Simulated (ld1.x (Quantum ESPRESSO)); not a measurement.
What the settings do to the TM potential of Cu (Z = 29)

Base potential:

Cu (Z = 29), norm-conserving Troullier–Martins (Kleinman–Bylander form), made with ld1.x (Quantum ESPRESSO) 7.5 (PBEsol, scalar-relativistic). Core [Ne], reference 3s2 3p6 3d10 4s1 4p0. Waves: 3s (bound): rc 1.15 bohr; 3d (bound): rc 0.70 bohr; 3p (bound): rc 0.65 bohr. Local part: the p channel. Core correction: none.

Occupied shells without a wave of their own: 4s. They enter only through the test configuration that unscreens the potential.

Cutoffs, loose and tight: the cutoffs (Ry, on a coarse ladder) from which the occupation-weighted sum of valence levels, in a spherical-Bessel basis at the reference potential, stays within 10 and 1 mRy of its value at 400 Ry. They do not see the model core or the augmentation charge, which bear on the density cutoff. Test errors are all-electron minus pseudo excitation energies from the reference, over the configurations 3s2 3p6 3d10 4s0 4p0; 3s2 3p6 3d9 4s0 4p0; 3s2 3p6 3d8 4s0 4p0; 3s1 3p6 3d10 4s1 4p0; 3s2 3p6 3d9 4s1 4p1; 3s2 3p6 3d10 4s0 4p1; 3s2 3p6 3d10 4s0.5 4p0. A dash means not determined; rows that change the core or the reference have their own tests.

Cutoffs are not given where the Bessel-basis levels miss the radial ones by over 6 mRy, ghosts where they miss by over 20 mRy; a channel whose overlap is not positive is not tested.

```tsv
change	outcome	cutoff, loose	cutoff, tight	bound ghosts	largest test error (meV)
base	generated, misses its reference levels by 0.30 eV	over 300 Ry	over 300 Ry	none	-970
all radii scaled by about 0.78 (s 0.90, p 0.50, d 0.54 bohr)	generated, misses its reference levels by 0.25 eV	–	–	not determined	-799
all radii scaled by about 0.86 (s 0.98, p 0.56, d 0.60 bohr)	generated, misses its reference levels by 0.21 eV	over 300 Ry	over 300 Ry	none	-643
all radii scaled by about 1.08 (s 1.24, p 0.70, d 0.76 bohr)	generated, misses its reference levels by 0.39 eV	over 300 Ry	over 300 Ry	none	-1244
all radii scaled by about 1.18 (s 1.36, p 0.78, d 0.82 bohr)	generated, misses its reference levels by 0.53 eV	300 Ry	over 300 Ry	none	-1698
all radii scaled by about 1.26 (s 1.44, p 0.82, d 0.88 bohr)	generated, misses its reference levels by 0.61 eV	260 Ry	over 300 Ry	none	-1928
all radii scaled by about 1.39 (s 1.60, p 0.90, d 0.98 bohr)	generated, misses its reference levels by 0.72 eV	230 Ry	over 300 Ry	none	-2267
```

Reading the sweep of the scale of all radii (base = 1) (base included, trends over the rows without a ghost): The median size of the test errors (rows with all tests solved) rises from 223.2 meV at 0.86 to 790.5 meV at 1.39. More of the atom is replaced by a form fitted at one configuration, so other configurations suffer as the radius grows.
